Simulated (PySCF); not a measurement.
HSe, SMILES [SeH] (connectivity only; charge and spin as stated), charge -1, multiplicity 1. Atoms are numbered in the order given.

```xyz
2

Se     0.0000     0.0000    -0.0421
H      0.0000     0.0000     1.4313
```
Charge -1, spin multiplicity 1.

Coordinates come from a PBE0-D3(BJ)/def2-TZVPD optimisation. The spin state was assumed, not searched.

Estimates of the vertical detachment energy (IE) of the anion in eV. Rows of orbital energies are one-electron estimates, which approximate functionals can put far too low.

```
level                                            IE
---------------------------------------------  ----
−ε(HOMO), −ε(LUMO), M06-2X/def2-TZVPD (PySCF)  1.20
−ε(HOMO), −ε(LUMO), HF/def2-TZVPD (PySCF)      2.50
EOM-CCSD/aug-cc-pVDZ (PySCF)                      ?
ADC(3)/aug-cc-pVDZ (PySCF)                     2.25
```

Question: What belongs in the gaps? (An estimate is asked for; the answer gives what the named calculation found.)

Answer: 
- EOM-CCSD/aug-cc-pVDZ (PySCF), IE: 2.16

Question: Beyond the first one, list the lowest photoelectron lines from ADC(3)/aug-cc-pVDZ run with PySCF with their pole strengths (two spins summed). (An estimate is asked for; the answer gives what the named calculation found.)

Answer: 6.21 eV (1.77).
